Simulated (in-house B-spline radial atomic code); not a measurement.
A run on an ion of nuclear charge 65 with 65.7 electrons that did not converge. Method: scalar-relativistic (X2C) LDA PW92, spin-polarised, spherical fractional occupations, Fermi nucleus of rms radius 5.06 fm; computed with an all-electron radial atomic-structure program (B-spline basis).

Command:
```bash
python run_scf.py task.json out
```
Settings (nuclear radius in fm, mass in u):
```
Z                65
configuration    [Xe] 4f9.7 6s2
hamiltonian      x2c
method           lda,pw
spin_polarised   True
nucleus          fermi
rms_radius       5.06
atomic_mass      158.92535
speed_of_light   137.035999084
```

First and last ten iterations of the last attempt (damped for 15 steps, keeping 80 % of the old Fock matrix, then DIIS):
```
 iter        energy (Eh)    residual
    1      -11655.329904    7.10e-01
    2      -11652.789354    1.36e+00
    3      -11676.465763    8.40e-01
    4      -11689.123822    5.03e-01
    5      -11695.328696    3.10e-01
    6      -11698.085658    1.97e-01
    7      -11699.199269    1.14e-01
    8      -11699.630226    7.39e-02
    9      -11699.812245    5.34e-02
   10      -11699.904294    3.86e-02
  111      -11699.560444    8.18e-02
  112      -11699.405866    9.67e-02
  113      -11651.739736    5.85e-01
  114      -11651.681818    5.86e-01
  115      -11656.249693    5.66e-01
  116      -11656.586149    5.63e-01
  117      -11656.034219    5.67e-01
  118      -11656.051847    5.67e-01
  119      -11655.765833    5.69e-01
  120      -11655.798400    5.69e-01
 not converged after 120 iterations
```

The smallest residual met was 2.7e-02; the threshold is about 6e-07. No energy from this run should be used. The likely cause: this method binds the added charge weakly or not at all at the basis-set limit, so charge moves back and forth between the atom and the box. Time taken, with all properties: 2.3 s on 1 thread of Arm Neoverse V2, on a shared host.
